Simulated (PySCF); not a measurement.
Species: C₈H₄ClF₂N.
SMILES with atom numbers: `[N:1]#[C:2][c:3]1[cH:4][c:5]([Cl:6])[cH:7][cH:8][c:9]1[CH:10]([F:11])[F:12]`

Cartesian coordinates in Å at the GFN2-xTB level; atoms count from 1:
```xyz
16
C8H4ClF2N angstrom
N     -1.4785    2.6103    1.7156
C     -0.8424    1.8304    1.1686
C     -0.0459    0.8726    0.4931
C      1.3235    1.1014    0.3697
C      2.1118    0.1718   -0.2888
Cl     3.8047    0.4520   -0.4387
C      1.5526   -0.9801   -0.8282
C      0.1930   -1.2016   -0.7038
C     -0.6159   -0.2860   -0.0454
C     -2.0924   -0.5593    0.0702
F     -2.3083   -1.7465    0.6921
F     -2.6498   -0.6820   -1.1618
H      1.7601    1.9957    0.7863
H      2.1784   -1.6939   -1.3395
H     -0.2520   -2.0932   -1.1193
H     -2.6463    0.2174    0.6184
```

NICS is the negative of the GIAO shielding at a point without a nucleus: at the ring centre (0) and 1 Å above and below it (1); zz is the component along the ring normal. Level: GIAO PBE0/pcSseg-1 (PySCF, non-relativistic, gas phase) on the GFN2-xTB geometry, one conformer.

Ring bond lengths (Å), with Mayer bond orders in brackets: C3–C4 1.394 (1.37), C4–C5 1.385 (1.35), C5–C7 1.389 (1.34), C7–C8 1.383 (1.44), C8–C9 1.388 (1.39), C9–C3 1.399 (1.31).

Task: What do the NICS probes read (ppm)?

Result: 
```
             ring                                              type  NICS(0)  NICS(1), two faces  NICS(1)zz, two faces  rms pucker (Å)  centre to ring atoms, mean (Å)
C3–C4–C5–C7–C8–C9  6-membered carbocycle; formal bonds all aromatic     -9.3       -11.0 / -11.0         -25.6 / -25.6            0.00                            1.39
```

Task: What can be read from them?

Result: 
- C3–C4–C5–C7–C8–C9: mean NICS(1)zz -25.6 ppm, shielded. For a flat ring without four-coordinate atoms the NICS criterion counts such a value as aromatic.

Task: And the bond-length index? Use HOMA with the parameters of Krygowski (1993).

Result: 
- C3–C4–C5–C7–C8–C9: HOMA 0.99 = 1 − EN − GEO, with mean bond length 1.390 Å, EN = α(Ropt − mean)² = 0.001 and GEO = α × variance = 0.007. The geometric and the magnetic index point the same way.

Task: What field does 7.05 T along the ring normal induce along that normal at the second NICS(1) probe listed for ring C3–C4–C5–C7–C8–C9, 1 Å off the ring?

Result: NICSzz × B0 = -25.6 ppm × 7.05 T = -180 μT, against the applied field.

Task: List the ring angles and the Hirshfeld charges of the ring atoms.

Result: 
- C3–C4–C5–C7–C8–C9: C3 120.1° (+0.016 e), C4 119.4° (-0.037 e), C5 120.8° (+0.029 e), C7 119.6° (-0.036 e), C8 120.7° (-0.028 e), C9 119.4° (-0.011 e); sum 720.0° against 720° for a flat convex ring.
